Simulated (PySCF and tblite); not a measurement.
The numbers below are computed, except where a source is named.
**Conformer ensemble of C7H14, numbered as in [CH3:1][CH:2]1[CH2:3][CH2:4][CH2:5][CH2:6][CH2:7]1**

Conformers came from 90 starts (ETKDG and KDG, MMFF94s, GFN2-xTB); geometries are PBE0-D3(BJ)/def2-SVP. Free energies are PBE0-D3(BJ)/def2-TZVP (IEF-PCM, chloroform) single points with GFN2-xTB rigid-rotor and vibrational terms (modes under about 100 cm⁻¹ blended into free rotors). Symmetry numbers and mirror images are counted. Conformers within 3 kcal/mol (GFN2-xTB free energy) were kept, 8 at most. GIAO shieldings: WP04/pcSseg-1 (IEF-PCM, chloroform). Couplings: B3LYP/pcSseg-1 with pcJ-1 on H (gas phase; spin-dipole term only for pairs with B, N, F, Si or P). Couplings are for ¹H. Shifts are against TMS (¹H), TMS (¹³C) at the same level; of two unlike H on one atom, a is the less shielded. Run with PySCF (density fitting) and tblite.

The 6-ring runs over atoms 2–3–4–5–6–7.

```
conformer                                       shape  symmetry  E(GFN2) kcal/mol  E(DFT) kcal/mol  G(298.15 K) kcal/mol  weight %  dipole D
        1  6-ring chair (all substituents equatorial)        Cs              0.00             0.00                  0.00      96.8      0.14
        2                     6-ring chair (C1 axial)        Cs              1.32             1.82                  2.01       3.2      0.08
```

Weights (%) against temperature:

| T (K) | 1 | 2 | S(mix) cal/mol/K |
| --- | --- | --- | --- |
| 220 | 99.0 | 1.0 | 0.12 |
| 260 | 98.0 | 2.0 | 0.20 |
| 298.15 | 96.8 | 3.2 | 0.28 |
| 340 | 95.3 | 4.7 | 0.38 |
| 380 | 93.7 | 6.3 | 0.47 |

Averaged shifts at 298.15 K. ¹H: 1.45 (H4a/H6a, 2H), 1.38 (H5a, 1H), 1.36 (H3a/H7a, 2H), 1.13 (H4b/H6b, 2H), 1.05 (H2, 1H), 1.03 (H5b, 1H), 0.87 (H1, 3H), 0.79 (H3b/H7b, 2H) ppm. ¹³C: 37.6 (C3/C7), 36.9 (C2), 30.5 (C4/C6), 30.2 (C5), 25.2 (C1) ppm.

Averaged couplings (Hz): ²J(H1,H1) -13.9, ³J(H1,H2) 7.3, ³J(H2,H3b) 12.0, ³J(H2,H3a) 3.9, ⁴J(H2,H4a) -0.6, ²J(H3b,H3a) -14.6, ³J(H3b,H4b) 13.8, ³J(H3b,H4a) 4.1, ⁴J(H3b,H5a) -0.6, ⁴J(H3b,H7a) -0.5, ³J(H3a,H4b) 4.0, ³J(H3a,H4a) 3.8, ⁴J(H3a,H5b) -0.6, ⁴J(H3a,H5a) 1.3, ⁴J(H3a,H7a) 1.9, ²J(H4b,H4a) -14.8, ³J(H4b,H5b) 13.8, ³J(H4b,H5a) 4.1, ⁴J(H4b,H6a) -0.6, ³J(H4a,H5b) 4.1, ³J(H4a,H5a) 3.6, ⁴J(H4a,H6a) 1.4, ²J(H5b,H5a) -14.8.

Coordinates of conformer 1 (Å):

```xyz
21

C     2.404    0.384    0.111
C     0.978    0.051   -0.302
C     0.059    1.270   -0.209
C    -1.377    0.945   -0.604
C    -1.933   -0.213    0.218
C    -1.031   -1.439    0.124
C     0.404   -1.107    0.518
H     3.067   -0.490    0.010
H     2.441    0.710    1.163
H     2.821    1.196   -0.504
H     0.992   -0.271   -1.361
H     0.076    1.645    0.832
H     0.456    2.086   -0.836
H    -1.405    0.674   -1.675
H    -2.015    1.837   -0.495
H    -2.011    0.099    1.275
H    -2.956   -0.461   -0.108
H    -1.043   -1.819   -0.913
H    -1.421   -2.254    0.756
H     0.435   -0.829    1.589
H     1.048   -1.996    0.412
```

Coordinates of conformer 2 (Å):

```xyz
21

C     1.873    0.252   -0.814
C     1.035    0.456    0.446
C     0.517   -0.869    1.023
C    -0.591   -1.491    0.177
C    -1.741   -0.512   -0.037
C    -1.248    0.802   -0.635
C    -0.139    1.416    0.216
H     1.296   -0.201   -1.634
H     2.732   -0.408   -0.614
H     2.268    1.212   -1.183
H     1.696    0.912    1.203
H     1.353   -1.578    1.145
H     0.121   -0.679    2.037
H    -0.957   -2.414    0.657
H    -0.186   -1.800   -0.803
H    -2.517   -0.961   -0.678
H    -2.223   -0.306    0.936
H    -2.083    1.515   -0.735
H    -0.879    0.622   -1.659
H     0.225    2.351   -0.243
H    -0.562    1.697    1.197
```

Shifts are unscaled: against experiment ¹³C can be off by 15 ppm or more and ¹H by 0.8 ppm.

Search and properties took 6.4 min on 1 thread of Intel Xeon Platinum 8259CL @ 2.50GHz, on a host shared with other jobs (rough), launched as `OMP_NUM_THREADS=1 python ens_run.py task.json out`.
